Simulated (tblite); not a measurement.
C₉H₁₃P.
Geometry (GFN2-xTB, Å), atoms numbered from 1 in this order:
```
atom  x, y, z in Å
C1     2.3255    2.5379   -0.7206
C2     1.5148    1.9217   -0.0805
P3     0.4021    1.0848    1.0047
C4    -1.1878    1.6045    0.1770
C5    -2.3069    0.6432    0.5632
C6    -2.0581   -0.7620    0.0196
C7    -0.7806   -1.3819    0.5809
C8     0.4720   -0.6047    0.1672
C9     1.7238   -1.2925    0.5933
C10    2.7692   -1.4878   -0.1904
H11    3.0167    3.0605   -1.3159
H12   -1.4251    2.6190    0.5097
H13   -1.0526    1.6254   -0.9083
H14   -3.2582    1.0177    0.1748
H15   -2.3867    0.5994    1.6533
H16   -1.9907   -0.7211   -1.0712
H17   -2.9074   -1.4007    0.2746
H18   -0.6931   -2.4119    0.2229
H19   -0.8431   -1.4141    1.6729
H20    0.4813   -0.4541   -0.9192
H21    1.7442   -1.6203    1.6255
H22    2.7716   -1.1624   -1.2182
H23    3.6642   -1.9738    0.1589
```

All values are computed: GFN2-xTB (tblite) harmonic vibrations without scaling, gas phase. Errors from tens to a few hundred cm⁻¹ against measured bands are possible. One conformer, not necessarily the lowest.

Harmonic wavenumbers (cm⁻¹): 59.3, 68.3, 98.0, 119.5, 196.5, 217.5, 238.4, 289.0, 323.4, 328.6, 365.0, 383.7, 441.9, 509.8, 604.1, 641.2, 656.8, 688.9, 699.0, 713.0, 819.6, 874.4, 889.2, 900.5, 906.6, 956.8, 999.0, 1016.1, 1028.0, 1061.1, 1103.2, 1116.7, 1133.4, 1162.9, 1193.0, 1215.5, 1239.0, 1255.5, 1272.1, 1298.9, 1339.0, 1348.0, 1354.4, 1417.8, 1445.8, 1480.8, 1486.4, 1496.6, 1704.7, 2191.6, 2898.3, 2934.3, 2943.7, 2947.5, 2951.8, 2955.8, 2962.0, 2967.7, 2976.5, 3045.9, 3096.4, 3123.2, 3363.6.

A = 1466, B = 1061, C = 691.5 MHz; mass 152.075 u (most abundant isotopes); point group C1, symmetry number 1.

Zero-point energy?

Half the sum of the wavenumbers: 41758 cm⁻¹ = 499.53 kJ/mol.

Give the ideal-gas entropy at 200 K and 1 bar in the rigid-rotor, harmonic-oscillator model (classical rotation).

Translation 163.22, rotation 120.88, vibration 87.03: S = 371.1 J/(mol K).

And Cp and H(200 K) − H(0)?

Cp = 134.36 J/(mol K), of which vibrations give 101.10 (their classical limit is 63 R = 523.8); H(200 K) − H(0) = 16.48 kJ/mol without the zero-point energy, 9.83 from vibrations.

Which modes carry the vibrational entropy at 200 K?

59.3 cm⁻¹: 15.46; 68.3 cm⁻¹: 14.31; 98.0 cm⁻¹: 11.39; 119.5 cm⁻¹: 9.82; 196.5 cm⁻¹: 6.10; 217.5 cm⁻¹: 5.39 J/(mol K); the other 57 give 24.56 together.

What must be added to the electronic energy to get the Gibbs energy at 200 K and 1 bar?

ZPE + [H(200 K) − H(0)] − T·S = 499.53 + 16.48 − 74.22 = 441.79 kJ/mol.

How do the functions run with temperature in this model?

```
 T (K)  S (J/(mol K))  Cp (J/(mol K))  H − H(0) (kJ/mol)  G − H(0) (kJ/mol)  ln q(vib)
   150          336.3           109.0              10.40             -40.05       3.09
   250          403.9           160.7              23.85             -77.13       6.04
298.15          434.4           186.7              32.21             -97.32       7.49
   400          496.8           239.1              53.94            -144.76      10.59
   600          609.9           319.4             110.31            -255.65      16.68
   900          755.3           396.3             218.63            -461.12      25.44
```

q(vib) and H(0) count from the zero-point level.

Hindered rotation and anharmonicity are outside this model. Other conformers, if any are populated, would add a mixing term that is left out. The structure is chiral; the term R ln 2 for an equal mix with its mirror image is left out.

Run on an Arm Neoverse V1 with one thread, no GPU, on a shared host. This covers the Hessian and the dipole derivatives.
